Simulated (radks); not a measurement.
Results of a calculation; reference values are marked as such.
Problem. All-electron atom: the promethium ion Pm+ in [Xe] 4f5 6s1. Level of theory: non-relativistic Kohn-Sham, HCTH/407, spin-polarised, spherical densities, point nucleus; open shells are filled with parallel spins first (spin-orbit coupling, left out, can overturn this in heavy ions); relativity is left out, which matters for an element this heavy (a radial shooting solver on a logarithmic mesh with Libxc functionals). Some entries of the table are withheld. Estimate them.

orbital,occ.,eigenvalue (eV),r(max) (bohr),<r> (bohr)
1s up,1,-42566.32,0.01650,0.02489
1s down,1,-42566.31,0.01650,0.02489
2s up,1,-6709.932,0.09055,0.1062
2s down,1,-6709.862,0.09055,0.1062
2p up,3,-6368.963,0.07054,0.09016
2p down,3,-6368.919,0.07054,0.09015
3s up,1,-1464.294,0.2535,0.2760
3s down,1,-1462.125,0.2534,0.2758
3p up,3,-1314.189,0.2405,0.2657
3p down,3,-1312.210,0.2404,0.2654
3d up,5,-1034.142,0.1927,0.2368
3d down,5,-1032.706,0.1926,0.2365
4s up,1,-292.9545,0.5821,0.6257
4s down,1,-288.4606,0.5819,0.6254
4p up,3,-235.5407,0.5895,0.6424
4p down,3,-231.0153,0.5893,0.6422
4d up,5,-133.8864,0.6021,0.6863
4d down,5,-129.2944,0.6017,0.6865
5s up,1,-44.3880,1.357,1.511
5s down,1,-41.9660,1.378,1.543
5p up,3,-28.9902,1.485,1.701
5p down,3,-27.1648,1.516,1.755
4f up,5,-13.3641,0.6195,0.9479
4f down,0,-9.2279,0.6220,1.017
6s up,1,-8.1057,3.709,4.140
5d up,0,-8.0967,2.022,(1)
6s down,0,-7.8124,3.710,3.464
5d down,0,-7.7355,2.125,(2)
6p up,0,-5.5256,4.408,(3)
6p down,0,-3.8315,3.870,(4)

Solution. 
(1) 5d up <r> (bohr): 2.707
(2) 5d down <r> (bohr): 2.681
(3) 6p up <r> (bohr): 5.065
(4) 6p down <r> (bohr): 3.570
